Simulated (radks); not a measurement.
Question: All-electron atom: Bi X in [Xe] 4f14 5d6. Method: Dirac Kohn-Sham, LB94 model potential, spin-unpolarised, spherical densities, finite nucleus; open shells fill j = l - 1/2 first; Fermi nuclear charge, rms radius 5.5211 fm; computed with a radial shooting solver on a logarithmic mesh with Libxc functionals. Some entries of the table are withheld. Estimate them.

| orbital | occ. | eigenvalue (eV) | r(max) (bohr) |
|---|---|---|---|
| 1s1/2 | 2 | -90892.23 | 0.009655 |
| 2s1/2 | 2 | -16461.61 | 0.05636 |
| 2p1/2 | 2 | -15842.53 | 0.04110 |
| 2p3/2 | 4 | -13505.51 | 0.04897 |
| 3s1/2 | 2 | -4095.462 | 0.1587 |
| 3p1/2 | 2 | -3810.856 | (1) |
| 3p3/2 | 4 | -3288.095 | (2) |
| 3d3/2 | 4 | -2815.290 | (3) |
| 3d5/2 | 6 | -2704.220 | (4) |
| 4s1/2 | 2 | -1055.316 | 0.3564 |
| 4p1/2 | 2 | -931.2049 | (5) |
| 4p3/2 | 4 | -803.0914 | (6) |
| 4d3/2 | 4 | -599.2276 | 0.3765 |
| 4d5/2 | 6 | -575.2018 | 0.3863 |
| 4f5/2 | 6 | -310.5831 | 0.3390 |
| 4f7/2 | 8 | -304.9675 | 0.3436 |
| 5s1/2 | 2 | -304.8538 | 0.7630 |
| 5p1/2 | 2 | -260.4827 | (7) |
| 5p3/2 | 4 | -233.3833 | (8) |
| 5d3/2 | 4 | -168.3386 | 0.9751 |
| 5d5/2 | 2 | -164.4190 | 1.000 |

Answer: 
(1) 3p1/2 r(max) (bohr): 0.1476
(2) 3p3/2 r(max) (bohr): 0.1634
(3) 3d3/2 r(max) (bohr): 0.1267
(4) 3d5/2 r(max) (bohr): 0.1310
(5) 4p1/2 r(max) (bohr): 0.3535
(6) 4p3/2 r(max) (bohr): 0.3858
(7) 5p1/2 r(max) (bohr): 0.7952
(8) 5p3/2 r(max) (bohr): 0.8689
